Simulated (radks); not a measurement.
Species: Fe4+. Configuration: [Ar] 3d4. Method: scalar-relativistic Kohn-Sham, exchange-only LDA, spin-polarised, spherical densities, finite nucleus; open shells are filled with parallel spins first; Fermi nuclear charge, rms radius 3.7377 fm; computed with a radial shooting solver on a logarithmic mesh with Libxc functionals. Some entries of the table are withheld. Estimate them.

| orbital | occ. | eigenvalue (hartree) | r(max) (bohr) |
|---|---|---|---|
| 1s up | 1 | -258.7377 | 0.03834 |
| 1s down | 1 | -258.7373 | 0.03834 |
| 2s up | 1 | -32.27188 | 0.2230 |
| 2s down | 1 | -32.17085 | 0.2228 |
| 2p up | 3 | -27.84981 | 0.1800 |
| 2p down | 3 | -27.77208 | 0.1797 |
| 3s up | 1 | -5.59615 | 0.6960 |
| 3s down | 1 | -5.38404 | 0.6971 |
| 3p up | 3 | -4.34205 | 0.7042 |
| 3p down | 3 | -4.13385 | 0.7060 |
| 3d up | 4 | -2.35186 | 0.6710 |
| 3d down | 0 | -2.14828 | 0.6781 |
| 4s up | 0 | -1.60077 | 1.879 |
| 4s down | 0 | -1.50096 | 1.917 |
| 4p up | 0 | -1.29162 | 2.081 |
| 4p down | 0 | -1.20600 | 2.142 |
| 4d up | 0 | -0.85011 | 2.646 |
| 4d down | 0 | -0.79243 | 2.806 |
| 4f up | 0 | -0.55323 | (1) |
| 4f down | 0 | -0.52368 | (2) |

Answer. 
(1) 4f up r(max) (bohr): 3.311
(2) 4f down r(max) (bohr): 3.628
